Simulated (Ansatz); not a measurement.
Kohn–Sham single points on `[NH]=[Mo](=[NH])([F])[Cl]`.

```yaml
crystal:
  periodic: [false, false, false]
  atoms:
    - {symbol: N, position_ang: [-1.135549, 0.439782, 0.806495]}
    - {symbol: Mo, position_ang: [-0.133766, -0.011451, -0.507344]}
    - {symbol: N, position_ang: [1.306551, -0.698097, 0.115133]}
    - {symbol: F, position_ang: [-1.016828, -1.293110, -1.517211]}
    - {symbol: Cl, position_ang: [0.438687, 1.887638, -1.610777]}
    - {symbol: H, position_ang: [-1.322979, 0.560323, 1.793612]}
    - {symbol: H, position_ang: [1.925081, -0.953085, 0.874393]}
basis:
  gaussian: {orbitals: def2-TZVPP}
hamiltonian: {xc: lda}
output: {orbitals: {seedname: orbitals}}
```

```sh
$ ansatz run in.yaml --threads 4 --pin off --events-out ev --progress --plain
```

Output, abridged:

```
Functional definition: SPW92
1177 factors; their error is unknown
mean field evaluation 1: about -20004.5885 eV, gradient 1.2e2 eV
mean field evaluation 2: about -19722.9728 eV, gradient 3.3e2 eV
mean field evaluation 4: about -20021.6038 eV, gradient 6.8e1 eV
mean field evaluation 8: about -20030.7796 eV, gradient 1.5e0 eV
mean field evaluation 16: about -20030.7666 eV, gradient 7.3e-3 eV
mean field -20030.76657561 eV, -736.1170943123 hartree, gradient 5.7e-5 eV, S^2 0.000000; 0 other end points of the search recorded, 0 dependent functions left out
reference -20030.76663829 eV, -736.1170966158 hartree; 28, 28 occupied and 191, 191 virtual orbitals, 1177 factors
Total energy: -20030.76663829 eV, -736.1170966158 hartree
```

Hardware: 4 threads of a server CPU on a shared host. Wall time 1.2 s, peak host memory 0.27 GiB.

The same input with `hamiltonian: {xc: pbe, dispersion: d4}` and forces (abridged; 2.8 s):

```
Functional definition: PBE
mean field evaluation 16: about -20105.3724 eV, gradient 7.4e-3 eV
mean field -20105.37237889 eV, -738.8588070132 hartree, gradient 8.3e-6 eV, S^2 0.000000
Total energy: -20105.58536192 eV, -738.8666339955 hartree
Atom 0 force    -0.581618     0.247323     0.515085 eV/Å
Atom 1 force    -0.097593     0.314170    -0.862905 eV/Å
Atom 2 force     0.717256    -0.357844     0.147403 eV/Å
Atom 3 force    -0.243744    -0.363594    -0.262618 eV/Å
Atom 4 force     0.066051     0.215188    -0.120939 eV/Å
Atom 5 force    -0.072603     0.038743     0.332348 eV/Å
Atom 6 force     0.212251    -0.093986     0.251627 eV/Å
Dipole moment:     0.143669    -0.062927     0.612028 e Å
```

With the line `hamiltonian: {xc: {name: LC-wPBE}, dispersion: d4}` (abridged; 2.7 s):

```
WARN the engine holds no damping parameters fitted to this dispersion correction and functional, so the run takes those fitted to pbe0 (hamiltonian.dispersion, under Limitations)
Functional definition: LC-wPBE
mean field evaluation 16: about -20107.8309 eV, gradient 7.7e-4 eV
mean field -20107.83092222 eV, -738.9491568142 hartree, gradient 2.7e-5 eV, S^2 0.000000
Total energy: -20108.01190890 eV, -738.9558079520 hartree
```

With the line `hamiltonian: {xc: pbe0, dispersion: d4}` (abridged; 2.9 s):

```
Functional definition: PBE0
mean field evaluation 16: about -20104.3556 eV, gradient 3.4e-4 eV
mean field -20104.35564626 eV, -738.8214427784 hartree, gradient 7.9e-5 eV, S^2 0.000000
Total energy: -20104.53668078 eV, -738.8280956744 hartree
```

The same input with `hamiltonian: {xc: hse06, dispersion: d4}` (abridged; 3.1 s):

```
Functional definition: HSE06
mean field evaluation 16: about -20103.8930 eV, gradient 3.3e-4 eV
mean field -20103.89300750 eV, -738.8044411175 hartree, gradient 6.3e-5 eV, S^2 0.000000
Total energy: -20104.06338423 eV, -738.8107023470 hartree
```

With the line `hamiltonian: {xc: {name: wB97X-V}}` (abridged; 8 s):

```
Functional definition: wB97X-V
mean field evaluation 16: about -20109.6151 eV, gradient 1.0e-3 eV
mean field -20109.61508501 eV, -739.0147235876 hartree, gradient 8.9e-6 eV, S^2 0.000000
Total energy: -20109.61508203 eV, -739.0147234780 hartree
```

LC-ωPBE has ω = 0.4 bohr⁻¹; the program lends it PBE0's D4 damping.

HSE06 is the plane-wave form, built on full-range PBE exchange.
